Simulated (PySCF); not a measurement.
A structure optimised at PBE-D3(BJ)/def2-SVP, used in a PySCF frequency run:

```
Zr
H 1 1.8736
H 1 1.8736 2 112.21
C 1 2.1878 2 108.56 3 -119.97
H 4 1.1116 1 115.85 2 -118.89
H 4 1.1161 5 108.42 1 121.59
H 4 1.1161 5 108.42 6 116.82
C 1 2.1878 2 108.56 3 119.97
H 8 1.1116 1 115.85 2 118.89
H 8 1.1161 9 108.42 1 121.59
H 8 1.1161 9 108.42 10 116.82
```
Charge 0, spin multiplicity 1.

Problem. Write its SMILES, formula and point group.

Solution. [CH3][ZrH2][CH3], C2H8Zr, C2v

Problem. What are its rotational constants (standard atomic weights)?

Solution. 9.7260, 4.4242, 3.3719 GHz
